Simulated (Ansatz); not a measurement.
C2H6ClInO (`CC[O][InH][Cl]`), charge 0, multiplicity 1.

Task: Give a relaxed structure at PBE0-D4/def2-TZVP (Ansatz). (Estimate.)

Result: The calculation gave: 
Cartesian coordinates in Å:
```
C 1.111 0.593 -0.788
C -0.385 0.380 -0.846
O -1.003 0.610 0.401
In -1.019 -0.727 1.842
Cl -0.132 -2.748 1.085
H 1.341 1.592 -0.411
H 1.558 0.486 -1.780
H 1.582 -0.145 -0.131
H -0.834 1.086 -1.555
H -0.597 -0.630 -1.221
H -1.622 -0.499 3.403
```
This is one stationary point; other conformers may exist.
